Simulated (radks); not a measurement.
The numbers below are computed, except where a source is named.
Species: Ar III. Configuration: [Ne] 3s2 3p3 3d1 (not the ground configuration). Code: a radial shooting solver on a logarithmic mesh with Libxc functionals. Model: scalar-relativistic Kohn-Sham, r2SCAN, spin-polarised, spherical densities, finite nucleus; open shells are filled with parallel spins first; meta-GGA in the generalised Kohn-Sham scheme; Fermi nuclear charge, rms radius 3.4274 fm.

Unscreened Slater integrals over Kohn-Sham orbitals (eV). They are taken over the spin-up orbitals.

\begin{tabular}{lr}
integral & value \\ \hline
F0(3d,3d) & 13.450 \\
F2(3d,3d) & 6.4584 \\
F4(3d,3d) & 4.0701 \\
F0(3d,3p) & 14.967 \\
F2(3d,3p) & 7.2189 \\
G1(3d,3p) & 9.0563 \\
G3(3d,3p) & 5.4676 \\
F0(3d,3s) & 15.481 \\
G2(3d,3s) & 6.8078 \\
F0(3d,2p) & 18.428 \\
F2(3d,2p) & 2.6303 \\
G1(3d,2p) & 1.5951 \\
G3(3d,2p) & 0.89525 \\
F0(3p,3p) & 17.068 \\
F2(3p,3p) & 8.6980 \\
F0(3p,3s) & 17.783 \\
G1(3p,3s) & 11.913 \\
F0(3p,2p) & 23.097 \\
F2(3p,2p) & 4.1853 \\
G0(3p,2p) & 1.6745 \\
G2(3p,2p) & 1.6911 \\
F0(3s,3s) & 18.601 \\
F0(3s,2p) & 24.624 \\
G1(3s,2p) & 1.9028 \\
F0(2p,2p) & 66.466 \\
F2(2p,2p) & 30.952 \\
\end{tabular}

Derived for the open shells (J is the average intra-shell exchange parameter used in DFT+U). 3p: J = F2/5 = 1.740 eV. 3d: Racah B = F2/49 - 5 F4/441 = 0.08566 eV, C = 35 F4/441 = 0.3230 eV, C/B = 3.77, F4/F2 = 0.630, J = (F2 + F4)/14 = 0.7520 eV.
